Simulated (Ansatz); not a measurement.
Consider the substitution at a C–O bond: `C[CH2][Ge][O]C` + `O=C[SiH](O)O` → `CO[SiH](O)C=O` + `C[CH2][Ge][OH]`.

Calculated with Ansatz (gas phase, PBE0-D4/def2-TZVP geometries, no zero-point term in ΔE). CCSD(T)/CBS adds triple-zeta CCSD(T) − MP2 to the extrapolated MP2 energy (def2 sets, frozen cores). Functionals use def2-TZVPP. B3LYP here is the variant with VWN-RPA as its local correlation; programs differ in this. For Ge outer-core shells are correlated without core-valence functions, which leaves a few kJ/mol of doubt a bond. Scalar relativity is left out up to krypton. Each species was taken in one conformer, which may not be the lowest.

```json
{"level": "r2SCAN-D4", "ΔE (kcal/mol)": "1.3", "difference from CCSD(T)/CBS": "0.2"}
{"level": "ωB97X-V", "ΔE (kcal/mol)": "0.6", "difference from CCSD(T)/CBS": "-0.5"}
{"level": "ωB97M-V", "ΔE (kcal/mol)": "0.5", "difference from CCSD(T)/CBS": "-0.6"}
{"level": "B2PLYP", "ΔE (kcal/mol)": "1.0", "difference from CCSD(T)/CBS": "-0.1"}
{"level": "PBE", "ΔE (kcal/mol)": "1.1", "difference from CCSD(T)/CBS": "0.0"}
{"level": "B3LYP", "ΔE (kcal/mol)": "0.8", "difference from CCSD(T)/CBS": "-0.3"}
{"level": "MP2/def2-TZVPP", "ΔE (kcal/mol)": "1.5", "difference from CCSD(T)/CBS": "0.4"}
{"level": "CCSD/def2-TZVPP", "ΔE (kcal/mol)": "0.9", "difference from CCSD(T)/CBS": "-0.2"}
{"level": "HF/CBS(def2)", "ΔE (kcal/mol)": "0.2", "difference from CCSD(T)/CBS": "-0.9"}
{"level": "MP2/CBS(def2)", "ΔE (kcal/mol)": "1.5", "difference from CCSD(T)/CBS": "0.4"}
{"level": "CCSD(T)/CBS", "ΔE (kcal/mol)": "1.1", "difference from CCSD(T)/CBS": "0"}
```

Largest T1 diagnostic among the species: 0.014.

In def2-TZVPP, CCSD(T) changes the Hartree–Fock value by +0.9 kcal/mol (the triples alone add +0.2 kcal/mol) and MP2 by +1.3 kcal/mol.
